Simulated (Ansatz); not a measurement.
Molecule: 4-fluoro-1,3-dioxole, C3H3FO2, net charge 0, singlet state. SMILES: FC1=COCO1
Geometry from a B3LYP-D3(BJ)/def2-TZVP (Ansatz, a quantum-chemistry and plane-wave program) optimisation:
```
C
F 1 1.3137
C 1 1.3240 2 131.61
O 1 1.3627 2 115.42 3 177.09
H 3 1.0724 1 132.66 2 0.43
O 3 1.3993 5 118.98 1 -175.19
C 6 1.4205 3 103.66 5 -167.79
H 7 1.0868 6 110.21 3 -143.00
H 7 1.0991 8 112.15 6 122.81
```
Charge 0, spin multiplicity 1.

Wanted: vertical triplet-singlet gap (E(triplet) - E(singlet); each state is the SCF solution reached for its spin), in eV. Cores are frozen in the correlated levels unless marked. UHF or UKS for open shells. Spin-orbit coupling is left out. Non-relativistic. CBS(X,Y): correlation extrapolated as X^-3; Hartree-Fock from the larger set.

```csv
level,program,vertical triplet-singlet gap (eV)
HF/aug-cc-pVDZ,Ansatz,3.57
HF/aug-cc-pVTZ,Ansatz,3.56
HF/aug-cc-pVQZ,Ansatz,3.56
SVWN5/def2-TZVPD,Ansatz,4.14
PBE/def2-TZVPD,Ansatz,3.99
r2SCAN/def2-TZVPD,Ansatz,3.88
B3LYP/def2-TZVPD,Ansatz,4.05
PBE0/def2-TZVPD,Ansatz,4.00
BHLYP/def2-TZVPD,Ansatz,4.01
CAM-B3LYP/def2-TZVPD,Ansatz,4.04
wB97M-V/def2-TZVPD,Ansatz,4.26
wB97X-V/def2-TZVPD,Ansatz,4.19
B2PLYP/def2-TZVPD,Ansatz,4.21
MP2/aug-cc-pVDZ,Ansatz,4.59
RI-MP2/aug-cc-pVTZ,Ansatz,4.60
RI-MP2/aug-cc-pVQZ,Ansatz,4.62
"RI-MP2/CBS(aug-cc-pVTZ,aug-cc-pVQZ)",Ansatz,4.64
SCS-MP2/aug-cc-pVDZ,Ansatz,4.64
CCSD/aug-cc-pVDZ,Ansatz,4.30
CCSD(T)/aug-cc-pVDZ,Ansatz,4.37
```
